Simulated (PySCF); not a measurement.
Species: sum formula H₂SiO₃Cl, net charge -1, singlet state. It need not be the lowest isomer of its formula. Whether it binds its extra electron was not tested at this geometry. SMILES: [O-][Si](O)(O)Cl
Geometry from a B3LYP-D3(BJ)/def2-TZVP (Ansatz) optimisation:
```xyz
7

Si    -0.1540     0.0059    -0.4333
Cl     0.4579     0.4211     1.6124
O     -0.7271     1.2541    -1.1392
O      1.2211    -0.7035    -1.0711
O     -1.1517    -1.3230    -0.2336
H      1.6971    -0.0404    -1.5781
H     -2.0638    -1.0212    -0.2162
```
Charge -1, spin multiplicity 1.

Dispersion corrections to the total energy (kcal/mol) from the dftd3 and dftd4 libraries through PySCF: D3(BJ) without and D4 with the three-body term, each with the damping fitted for the functional named.

```json
[
 {"functional": "HSE06", "D3(BJ)": "___", "D4": "-3.64"},
 {"functional": "r2SCAN", "D3(BJ)": "-0.96", "D4": "-1.07"},
 {"functional": "HF", "D3(BJ)": "-28.68", "D4": "-16.18"},
 {"functional": "PBE", "D3(BJ)": "-3.55", "D4": "-4.65"},
 {"functional": "B3LYP", "D3(BJ)": "-6.54", "D4": "-7.58"},
 {"functional": "revPBE", "D3(BJ)": "-8.70", "D4": "___"},
 {"functional": "LC-wPBE", "D3(BJ)": "___", "D4": "-5.21"}
]
```

### Question
What belongs in the gaps?

### Answer

- HSE06, D3(BJ): -2.50
- revPBE, D4: -13.73
- LC-wPBE, D3(BJ): -3.54
